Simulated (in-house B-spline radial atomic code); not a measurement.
The numbers below are computed, except where a source is named.
# What the choice of pseudopotential does to G0W0 on PBE0: Zn⁺

All numbers come from an all-electron radial atomic-structure program (B-spline basis), non-relativistic, configuration [Ar] 3d10 4s1, open shells at high spin. Semilocal Troullier-Martins pseudo-atoms, one channel per l, are made with PBE or LDA for several valence sets and radii, with or without a model core, and set against the all-electron atom. One channel fits only the lowest state of its l, so a second state of that l is approximate. All electrons give 4s up: PBE0 -14.972 eV, G0W0 -18.229 eV, 3d down: PBE0 -22.777 eV, G0W0 -27.905 eV. Potentials are made in the ion's own configuration unless the neutral atom is named, and a smooth local potential serves every l without a channel. Potentials that miss their own reference levels by more than 6 millihartree, or need radii over 3.5 bohr, are left out. Columns give pseudo minus all-electron, in eV; a dash marks a level in the core or of low weight.

```
    valence          made with          radii (bohr)  model core (bohr)  4s up PBE0  4s up G0W0  3d down PBE0  3d down G0W0
      3d 4s  PBE, neutral atom  s 1.93 p 2.76 d 1.52               none       -0.25       -0.62         +1.11         +4.56
      3d 4s  LDA, neutral atom  s 2.10 p 3.07 d 1.69               none       -0.21       -0.61         +0.80         +4.03
      3d 4s  LDA, neutral atom  s 2.42 p 3.40 d 1.94               none       -0.21       -0.67         +0.77         +3.74
      3d 4s                PBE  s 2.32 p 2.95 d 1.94               0.36       -0.30       -0.75         +1.71         +4.80
   3p 3d 4s                PBE  s 1.61 p 0.48 d 1.35               none       -0.32       -1.00         +0.32         +1.48
   3p 3d 4s  PBE, neutral atom  s 2.46 p 0.69 d 1.94               none       -0.41       -1.29         +0.47         +1.50
   3p 3d 4s  PBE, neutral atom  s 2.79 p 0.78 d 2.19               none       -0.49       -1.54         +0.57         +1.69
   3p 3d 4s  PBE, neutral atom  s 1.71 p 0.48 d 1.35               0.32       -0.33       -0.99         +0.40         +1.56
   3p 3d 4s  PBE, neutral atom  s 1.93 p 0.54 d 1.52               0.32       -0.33       -1.00         +0.42         +1.51
   3p 3d 4s  LDA, neutral atom  s 2.10 p 0.60 d 1.69               0.32       -0.26       -0.96         +0.26         +1.26
   3p 3d 4s  PBE, neutral atom  s 2.46 p 0.69 d 1.94               0.32       -0.40       -1.28         +0.50         +1.54
   3p 3d 4s  PBE, neutral atom  s 2.79 p 0.78 d 2.19               0.32       -0.48       -1.52         +0.58         +1.70
3s 3p 3d 4s                PBE  s 0.60 p 0.60 d 1.69               0.32       -0.06       -0.14          0.00         +0.03
3s 3p 3d 4s                PBE  s 0.69 p 0.69 d 1.94               0.32       -0.08       -0.23         +0.08         +0.12
```

Problem. How does the G0W0 shift of 4s up, which all sets hold, depend on the valence set?

Solution. Mean size: 3s 3p 3d 4s: 0.18 eV; 3d 4s: 0.66 eV; 3p 3d 4s: 1.20 eV. A semicore state feels strong exchange with the other subshells of its n, so the gain is largest when that whole shell is in the valence. A larger valence set can do worse when it takes only part of a shell, whose exchange with the frozen rest is then left to the functional. The means mix radii and the functional used in making the potentials.
